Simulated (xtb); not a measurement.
Cl$_{2}$Te, charge -1, doublet, at a GFN2-xTB geometry (a state made from the parent by changing its charge; the spin is typed, not shown lowest); GFN1-xTB with ALPB(acetone) (xtb 6.7.1).

Input for xtb:
```
$ xtb mol.xyz --gfn 1 --chrg -1 --uhf 1 --alpb acetone --json

# file mol.xyz
3

Te    -0.00248112     0.00245025     0.12822818
Cl     1.61679764     1.97015479    -0.20262164
Cl    -1.60920833    -1.97764968    -0.18960572
```

**Question.** Predict the main parts of the log of this xtb run.

**Answer.** 
```
   ID    Z sym.   atoms
    1   52 Te     1
    2   17 Cl     2, 3

           -------------------------------------------------
          |                Calculation Setup                |
           -------------------------------------------------

           -------------------------------------------------
          |                 G F N 1 - x T B                 |
           -------------------------------------------------

      * Solvation model:               ALPB
        Solvent                        acetone
        Parameter file                 internal GFN1-xTB/ALPB
        Dielectric constant                2.0700E+01
        Reference state                gsolv [1 M gas/solution]
        Free energy shift                  1.3295E-02 Eh       8.3427E+00 kcal/mol
        Temperature                        2.9815E+02 K
        Density                            7.9000E-01 kg/L
        Solvent mass                       5.8080E+01 g/mol
        Interaction kernel             P16
        Born radius scaling (c1)           2.0185E+00
        Born radii integrator          GBOBC
        Born offset                        0.0000E+00 a0       0.0000E+00 AA
        H-bond correction              true
        Ion screening                  false
        Surface tension                    1.0000E-05 Eh       1.5569E+01 dyn/cm
        Grid points                               230 per atom

          ...................................................
          :                      SETUP                      :
          :.................................................:
          :  # basis functions                  30          :
          :  # atomic orbitals                  27          :
          :  # shells                            9          :
          :  # electrons                        21          :
          :  # halogen bonds                     0          :
          :  max. iterations                   250          :
          :  Hamiltonian                  GFN1-xTB          :
          :  restarted?                      false          :
          :  GBSA solvation                   true          :
          :  PC potential                    false          :
          :  electronic temp.          300.0000000     K    :
          :  accuracy                    1.0000000          :
          :  -> integral cutoff          0.2500000E+02      :
          :  -> integral neglect         0.1000000E-07      :
          :  -> SCF convergence          0.1000000E-05 Eh   :
          :  -> wf. convergence          0.2000000E-04 e    :
          :  Broyden damping             0.4000000          :
          :  net charge                         -1          :
          :  unpaired electrons                  1          :
          ...................................................

 iter      E             dE          RMSdq      gap      omega  full diag
   1    -12.6154578 -0.126155E+02  0.590E+00    3.00       0.0  T
   2    -12.6327837 -0.173259E-01  0.244E+00    3.32       1.0  T
   3    -12.6345444 -0.176077E-02  0.512E-01    3.50       1.0  T
   4    -12.6340663  0.478114E-03  0.843E-01    3.37       1.0  T
   5    -12.6349552 -0.888876E-03  0.397E-02    3.45       1.5  T
   6    -12.6349572 -0.196384E-05  0.375E-03    3.45      15.4  T
   7    -12.6349572 -0.720500E-08  0.224E-03    3.45      25.8  T
   8    -12.6349572 -0.582582E-08  0.874E-05    3.45     660.5  T
   9    -12.6349572 -0.945377E-11  0.109E-05    3.45    5273.3  T

   *** convergence criteria satisfied after 9 iterations ***

         :::::::::::::::::::::::::::::::::::::::::::::::::::::
         ::                     SUMMARY                     ::
         :::::::::::::::::::::::::::::::::::::::::::::::::::::
         :: total energy             -12.634750064493 Eh    ::
         :: total w/o Gsasa/hb       -12.626416816230 Eh    ::
         :: gradient norm              0.005142576406 Eh/a0 ::
[...]
         ::    -> Ghb                  0.000000000000 Eh    ::
         ::    -> Gshift               0.013294950677 Eh    ::
         :: repulsion energy           0.001270586188 Eh    ::
         :: dispersion energy         -0.001063485494 Eh    ::
         :: halogen bond corr.         0.000000000000 Eh    ::
         :: add. restraining           0.000000000000 Eh    ::
         :: total charge              -1.000000000000 e     ::
         :::::::::::::::::::::::::::::::::::::::::::::::::::::

           -------------------------------------------------
          |                Property Printout                |
           -------------------------------------------------

    * Orbital Energies and Occupations

         #    Occupation            Energy/Eh            Energy/eV
      -------------------------------------------------------------
         1        2.0000           -1.0925644             -29.7302
         2        2.0000           -0.8206573             -22.3312
         3        2.0000           -0.8186629             -22.2770
         4        2.0000           -0.4772956             -12.9879
         5        2.0000           -0.4383277             -11.9275
         6        2.0000           -0.4380393             -11.9197
         7        2.0000           -0.4340367             -11.8107
         8        2.0000           -0.4339765             -11.8091
         9        2.0000           -0.4210742             -11.4580
        10        1.8105           -0.3379806              -9.1969
        11        1.1895           -0.3352195              -9.1218 (HOMO)
        12                         -0.2084357              -5.6718 (LUMO)
        13                          0.0083556               0.2274
        14                          0.0083704               0.2278
        15                          0.0297227               0.8088
        16                          0.0320950               0.8733
        17                          0.0413815               1.1260
        18                          0.0413815               1.1260
        19                          0.0422386               1.1494
        20                          0.0422404               1.1494
        21                          0.0493225               1.3421
        22                          0.0499408               1.3590
       ...                                ...                  ...
        27                          0.3455577               9.4031
      -------------------------------------------------------------
                  HL-Gap            0.1267838 Eh            3.4500 eV
             Fermi-level           -0.3042138 Eh           -8.2781 eV

  Mulliken/CM5 charges         n(s)   n(p)   n(d)
     1Te    0.13929  0.15918   2.004  3.670  0.187
     2Cl   -0.56964 -0.57959   1.973  5.595  0.002
     3Cl   -0.56964 -0.57959   1.973  5.595  0.002

Wiberg/Mayer (AO) data.
largest (>0.10) Wiberg bond orders for each atom

 ---------------------------------------------------------------------------
     #   Z sym  total        # sym  WBO       # sym  WBO       # sym  WBO
 ---------------------------------------------------------------------------
     1  52 Te   1.303 --     3 Cl   0.651     2 Cl   0.651
     2  17 Cl   0.715 --     1 Te   0.651
     3  17 Cl   0.715 --     1 Te   0.651
 ---------------------------------------------------------------------------

Topologies differ in total number of bonds
Writing topology from bond orders to xtbtopo.mol

 dipole moment from electron density (au)
     X       Y       Z
  -0.0110   0.0109   0.5688  total (Debye):    1.446

           -------------------------------------------------
          | TOTAL ENERGY              -12.634750064493 Eh   |
          | GRADIENT NORM               0.005142576406 Eh/α |
          | HOMO-LUMO GAP               3.449962883224 eV   |
           -------------------------------------------------

normal termination of xtb
```
